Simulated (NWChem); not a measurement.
System: BeSiH$_{4}$O; SMILES [BeH][O][SiH3]

NWChem input:

```
start job
memory heap 200 mb stack 900 mb global 1100 mb
geometry units angstroms noautoz
  Be    -0.038030    -2.133734     0.009149
  H     -0.049761    -3.462201     0.014106
  O     -0.026798    -0.726055     0.003105
  Si    -0.012947     0.919300    -0.001777
  H     -0.644670     1.435676    -1.245465
  H      1.385504     1.421391     0.067099
  H     -0.766480     1.443403     1.168713
end
basis spherical
  Be library 6-31+g*
  H library 6-31+g*
  O library 6-31+g*
  Si library 6-31+g*
end
dft
  xc hfexch
  iterations 150
  mulliken
end
task dft energy
```

Output (shortened):

```
             Northwest Computational Chemistry Package (NWChem) 7.3.0
             --------------------------------------------------------

 C3  symmetry detected

                             Geometry "geometry" -> ""
                             -------------------------

 Output coordinates in angstroms (scale by  1.889725989 to convert to a.u.)

  No.       Tag          Charge          X              Y              Z
 ---- ---------------- ---------- -------------- -------------- --------------
    1 Be                   4.0000     0.00000000     0.00000000    -2.11265520
    2 H                    1.0000     0.00000000    -0.00000000    -3.44118299
    3 O                    8.0000    -0.00000000     0.00000000    -0.70491895
    4 Si                  14.0000     0.00000000     0.00000000     0.94050137
    5 H                    1.0000    -1.27725457    -0.56277490     1.45471206
    6 H                    1.0000     0.15124992     1.38752235     1.45471206
    7 H                    1.0000     1.12600465    -0.82474745     1.45471206

 Effective nuclear repulsion energy (a.u.)      85.0933355986

      Symmetry information
      --------------------

 Group name             C3
 Group number              5
 Group order               3
 No. of unique centers     5

  xc_inp: hfexch multiplicative factor not found.

                                 NWChem DFT Module
                                 -----------------

 Summary of "ao basis" -> "ao basis" (spherical)
 ------------------------------------------------------------------------------
       Tag                 Description            Shells   Functions and Types
 ---------------- ------------------------------  ------  ---------------------
 Be                         6-31+g*                  8       18   4s3p1d
 H                          6-31+g*                  2        2   2s
 O                          6-31+g*                  8       18   4s3p1d
 Si                         6-31+g*                 10       22   5s4p1d

      Symmetry analysis of basis
      --------------------------

        a          30
        e+         18
        e-         18

  Rotation of axis

            General Information
            -------------------
          SCF calculation type: DFT
          Wavefunction type:  closed shell.
          No. of atoms     :     7
          No. of electrons :    30
           Alpha electrons :    15
            Beta electrons :    15
          Charge           :     0
          Spin multiplicity:     1
          Use of symmetry is: on ; symmetry adaption is: on
          Maximum number of iterations: 150
          AO basis - number of functions:    66
                     number of shells:    34
          Convergence on energy requested:  1.00D-06
          Convergence on density requested:  1.00D-05
          Convergence on gradient requested:  5.00D-04

              XC Information
              --------------
                     Hartree-Fock (Exact) Exchange  1.000

      Superposition of Atomic Density Guess
      -------------------------------------

 Sum of atomic energies:        -380.13704632

      Non-variational initial energy
      ------------------------------

 Total energy =    -380.886779
 1-e energy   =    -693.104529
 2-e energy   =     227.124415
 HOMO         =      -0.403952
 LUMO         =      -0.008937

      Symmetry analysis of molecular orbitals - initial
      -------------------------------------------------

  Numbering of irreducible representations:

     1 a           2 e+          3 e-

  Orbital symmetries:

     1 a           2 a           3 a           4 a           5 a
     6 e+          7 e+          8 a           9 a          10 a
    11 e+         12 e+         13 a          14 e+         15 e+
    16 a          17 e+         18 e+         19 a          20 a
    21 e+         22 e+         23 a          24 e+         25 e+

     ---------------------------------------------
      Total Density - Mulliken Population Analysis
     ---------------------------------------------

    Atom       Charge   Shell Charges
 -----------   ------   -------------------------------------------------------
    1 Be   4     3.56   2.00  0.52  0.54 -0.04  0.43  0.05 -0.01  0.07
    2 H    1     0.92   0.44  0.48
    3 O    8     8.75   2.00  0.93  3.28  0.87  1.83 -0.09 -0.07  0.00
    4 Si  14    13.56   2.00  2.00  5.97  0.93  1.56  0.44  0.37  0.02  0.09  0.18
    5 H    1     1.07   0.48  0.59
    6 H    1     1.07   0.48  0.59
    7 H    1     1.07   0.48  0.59

   convergence    iter        energy       DeltaE   RMS-Dens  Diis-err
 ---------------- ----- ----------------- --------- --------- ---------
 d= 0,ls=0.0,diis     1   -380.7534281678 -4.66D+02  2.03D-02  6.87D-01
 d= 0,ls=0.0,diis     2   -380.8116570077 -5.82D-02  6.07D-03  3.30D-01
 d= 0,ls=0.0,diis     3   -380.8433453716 -3.17D-02  4.98D-03  4.29D-03
 d= 0,ls=0.0,diis     4   -380.8444225384 -1.08D-03  1.59D-03  6.47D-05
 d= 0,ls=0.0,diis     5   -380.8444422706 -1.97D-05  6.07D-04  4.38D-06
  Resetting Diis
 d= 0,ls=0.0,diis     6   -380.8444435250 -1.25D-06  1.30D-04  3.41D-07
 d= 0,ls=0.0,diis     7   -380.8444436160 -9.10D-08  1.23D-05  1.03D-08
 d= 0,ls=0.0,diis     8   -380.8444436190 -3.00D-09  5.00D-06  1.67D-09

         Total DFT energy =     -380.844443619003
      One electron energy =     -695.702878491564
           Coulomb energy =      262.674576651498
    Exchange-Corr. energy =      -32.909477377549
 Nuclear repulsion energy =       85.093335598613

 Numeric. integr. density =        0.000000000000

                  Occupations of the irreducible representations
                  ----------------------------------------------

[...]
```

Level: Hartree-Fock/6-31+G* (spherical d). Structure relaxed at the B3LYP/6-31G* (spherical d) level.
